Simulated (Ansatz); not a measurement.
Computed with Ansatz on PBE0-D4/def2-TZVP structures; ΔE is electronic, products minus reactants. CCSD(T)/CBS adds triple-zeta CCSD(T) − MP2 to the extrapolated MP2 energy (def2 sets, frozen cores). Double bonds are as drawn, so ΔE can hold a change between cis and trans. Functionals use def2-TZVPP. For Ga outer-core shells are correlated without core-valence functions, which leaves a few kJ/mol of doubt a bond. Scalar relativity is left out up to krypton. Each species was taken in one conformer, which may not be the lowest.

`B/C=C\O[SiH2][GaH2]` + `O[SiH2][SiH3]` → `O[SiH]([SiH3])[GaH2]` + `B/C=C/O[SiH3]`  (formal exchange of groups at a Ga–Si bond)

`B/C=C\O[SiH2][GaH2]`:

Z-matrix (Å, degrees):
```
Si
O 1 1.675
Ga 1 2.424 2 114.3
H 1 1.491 2 108.1 3 123.2
H 1 1.485 2 104.4 3 -122.2
C 2 1.331 1 127.2 3 -32.0
H 3 1.571 1 118.1 2 -173.9
H 3 1.571 1 123.0 2 6.2
C 6 1.348 2 124.2 1 -170.8
H 6 1.094 2 114.7 1 9.9
B 9 1.520 6 124.7 2 1.1
H 9 1.087 6 113.7 2 -178.9
H 11 1.196 9 120.9 6 0.3
H 11 1.198 9 120.1 6 -179.8
```

`O[SiH2][SiH3]`:

Z-matrix (Å, degrees):
```
Si
Si 1 2.347
O 1 1.654 2 112.4
H 1 1.484 2 110.6 3 117.6
H 1 1.493 2 108.5 3 -123.5
H 2 1.489 1 110.0 3 177.8
H 2 1.491 1 110.1 3 58.6
H 2 1.488 1 111.4 3 -61.5
H 3 0.958 1 117.6 2 -58.8
```

`O[SiH]([SiH3])[GaH2]`:

Z-matrix (Å, degrees):
```
Si
Si 1 2.341
Ga 1 2.416 2 110.9
O 1 1.663 2 106.7 3 -125.0
H 1 1.500 2 106.8 3 116.5
H 2 1.488 1 112.0 3 178.8
H 2 1.489 1 110.8 3 57.4
H 2 1.489 1 108.1 3 -61.1
H 3 1.577 1 121.4 2 -128.6
H 3 1.574 1 120.8 2 51.2
H 4 0.958 1 117.2 2 164.3
```

`B/C=C/O[SiH3]`:

Cartesian coordinates in Å:
```
B 1.569 -2.095 0.451
C 0.435 -1.449 -0.314
C 0.093 -0.185 -0.004
O -0.890 0.485 -0.610
Si -1.341 2.053 -0.253
H 1.927 -3.215 0.229
H 2.127 -1.464 1.307
H -0.130 -1.937 -1.104
H 0.628 0.351 0.782
H -1.761 2.138 1.168
H -0.194 2.966 -0.486
H -2.462 2.352 -1.166
```

```csv
species,r2SCAN-D4 energy (Eh)
`B/C=C\O[SiH2][GaH2]`,-2395.35685
`O[SiH2][SiH3]`,-657.80754
`O[SiH]([SiH3])[GaH2]`,-2583.24280
`B/C=C/O[SiH3]`,-469.92916
```

Task: Work out ΔE.

Result: ΔE = (-2583.24280) + (-469.92916) − (-2395.35685) − (-657.80754) = -0.00757 Eh = -19.9 kJ/mol. CCSD(T)/CBS gives -20.1 kJ/mol.

Largest T1 diagnostic among the species: 0.014.
